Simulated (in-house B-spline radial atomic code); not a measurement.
Results of a calculation; reference values are marked as such.
# Rb in an electron gas of r_s = 2.2: phase shifts, screening, friction and resistivity

A nucleus sits in a uniform electron gas with a rigid positive background. The Kohn-Sham equations are solved self-consistently in the spin-unpolarised LDA (PW92), non-relativistic, on B-splines with outgoing waves at the boundary and partial waves to l = 8. The model has no lattice, no bands and no magnetic solution. Atomic units; δ_l are the phase shifts at the Fermi level, counted so that each bound state adds π, and good to about 0.0005.

The density parameter is r_s = 2.2 bohr, near that of the valence electrons of Ga (3 per atom, density 5.91 g/cm³, mass 69.72 u, which gives r_s = 2.19).

```csv
l,δ_l (rad)
0,11.2904
1,8.7257
2,4.0355
3,0.0559
4,0.0072
5,0.0013
6,0.0001
7,0.0001
8,0.0000
```

Bound levels below the band bottom (hartree): s -10.1, p -7.755, d -3.505, s -0.7582, p -0.2323 and deeper ones.

Task: Check the Friedel sum rule, and say where the screening charge sits.

Result: k_F = (9π/4)^(1/3)/r_s = 0.87234. The rule is Z = (2/π) Σ (2l + 1) δ_l. The terms are s 7.188, p 16.665, d 12.845, f 0.249 and 0.052 beyond, in all 36.999 against Z = 37. Bound states hold 8 s, 18 p, 10 d electrons, so the scattering states carry 1.00 in all; where a term is smaller than its bound count, the bound level has drawn weight out of the band.

Task: Find the transport cross section and the electronic stopping of a 2 keV Rb ion (mass 85.47 u).

Result: σ_tr = (4π/k_F²) Σ (l + 1) sin²(δ_l − δ_(l+1)). The terms for l = 0 to 3 are 0.2975, 1.9990, 1.6575, 0.0095, all together 3.9637, so σ_tr = 16.513 × 3.9637 = 65.454 bohr². With n = 3/(4π r_s³) = 0.02242, the friction coefficient is Q = n k_F σ_tr = 1.2802. For v well below v_F = 0.872, dE/dx = Q v; with 24801 eV per u at v = 1, v = √(2000/(24801 × 85.47)) = 0.0307, so dE/dx = 0.03932 hartree/bohr = 20.2 eV/nm. The largest term couples the p and d waves.

Task: What residual resistivity would 1 atomic per cent of such centres give in Ga?

Result: Δρ = k_F n_i σ_tr/n in atomic units of 21.74 μΩ·cm. With one host atom per 3 electrons, n_i/n = 0.01/3, so Δρ = 0.8723 × 0.00333 × 65.454 × 21.74 = 4.14 μΩ·cm. This is an atom added to the gas, as on an interstitial site.

Task: On a substitutional site the background of one host ion, a sphere holding 3 charges, is taken out. The phase shifts for l = 0 to 4 become 10.9877, 8.5078, 3.3856, 0.0010, -0.0029. What follows?

Result: The Friedel sum is now 34.01, for Z − 3 = 34. The sum in σ_tr is 2.2338, so σ_tr = 36.89 bohr² and Δρ = 2.33 μΩ·cm per atomic per cent, 0.56 times the value above. A real host ion scatters too, so this model doesn't give zero even for the host's own atom.
